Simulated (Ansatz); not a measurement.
Molecule: CH6BNO2, charge 0, multiplicity 1. 
Coordinates optimised at B3LYP-D3(BJ)/def2-TZVP (Ansatz, a quantum-chemistry and plane-wave program):
```xyz
11

C      1.8389     0.7209     0.1206
N      0.7835    -0.2076     0.4795
B     -0.5420    -0.2111    -0.0376
O     -1.4826    -1.1421     0.3431
O     -0.9883     0.7192    -0.9466
H      2.5563     0.8204     0.9364
H      2.3904     0.4209    -0.7780
H      1.4271     1.7180    -0.0527
H      1.0872    -0.9676     1.0641
H     -1.1868    -1.7562     1.0181
H     -0.3154     1.3310    -1.2519
```

Total electronic energies in hartree. Cores are frozen in the correlated levels unless marked. No spin-orbit coupling. Non-relativistic. Basis-set limits of correlation are two-point, X^-3; Hartree-Fock from the larger set.

| level | program | energy (Eh) |
|---|---|---|
| HF/6-31G* | Ansatz | -270.35048 |
| HF/cc-pVDZ | Ansatz | -270.38267 |
| r2SCAN/def2-TZVPD | Ansatz | -271.87651 |
| B3LYP/def2-TZVPD | Ansatz | -272.03404 |
| PBE0/STO-3G | Ansatz | -267.99919 |
| PBE0/def2-TZVPD | Ansatz | -271.71500 |
| BHLYP/def2-TZVPD | Ansatz | -271.88247 |
| CAM-B3LYP-D3(BJ)/def2-TZVPD | Ansatz + dftd3 | -271.92215 |
| B2GP-PLYP-D3(BJ)/def2-TZVPD | Ansatz + dftd3 | -271.77253 |
| B2GP-PLYP/def2-TZVPD | Ansatz | -271.76902 |
| SCS-MP2/STO-3G | Ansatz | -267.04766 |
| SCS-MP2/6-31G* | Ansatz | -271.05537 |
| CCSD/aug-cc-pVQZ | Ansatz | -271.55568 |
| CCSD(T)/cc-pwCVTZ | Ansatz | -271.52011 |
| CCSD(T)/CBS(aug-cc-pVTZ,aug-cc-pVQZ) | Ansatz | -271.6376 |

Totals of different functionals don't rank their quality; only differences between species are comparable.
